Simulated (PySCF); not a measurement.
Compound: iodine monochloride, ICl.
Z-matrix (Å and degrees, PBE0-D3(BJ)/def2-SVP geometry), rows numbered from 1:
```
Cl
I   1  2.3561
```

Level of theory: PySCF 2.14.0, PBE0-D3(BJ)/def2-SVP geometry optimisation, gas phase, def2 core potentials past Kr.

Take the most abundant isotopes and a rigid rotor. 

Q: What are the moment of inertia and the rotational constant?

A: I = 152.180 u·Å², B = 505379 MHz·u·Å²/I = 3321 MHz (0.1108 cm⁻¹, or 0.159 K as hB/k). For two atoms I = μr² with μ = 27.4147 u and r = 2.3561 Å.

Q: List the first levels of a rigid rotor in a Σ state.

A: E(J) = BJ(J+1): J = 1: 0.222, J = 2: 0.665, J = 3: 1.329, J = 4: 2.215, J = 5: 3.323, J = 6: 4.653 cm⁻¹.

Q: Where do the first rotational lines fall?

A: The dipole is 1.39 D; J+1 ← J lies at 2B(J+1): 1 ← 0 at 6.64 GHz, 2 ← 1 at 13.28 GHz, 3 ← 2 at 19.93 GHz, 4 ← 3 at 26.57 GHz, 5 ← 4 at 33.21 GHz, 6 ← 5 at 39.85 GHz.

Q: Estimate the classical rotational partition function at 10 K, 25 K and 200 K.

A: Point group C∞v, symmetry number σ = 1; q = kT/(σhB), k/h = 20836.6 MHz/K: 62.7 at 10 K, 157 at 25 K, 1250 at 200 K.

Not checked by PBE0-D3(BJ)/def2-SVP frequencies. These are rigid-rotor constants of the computed structure; measured ground-state constants (B0) also hold zero-point vibration.
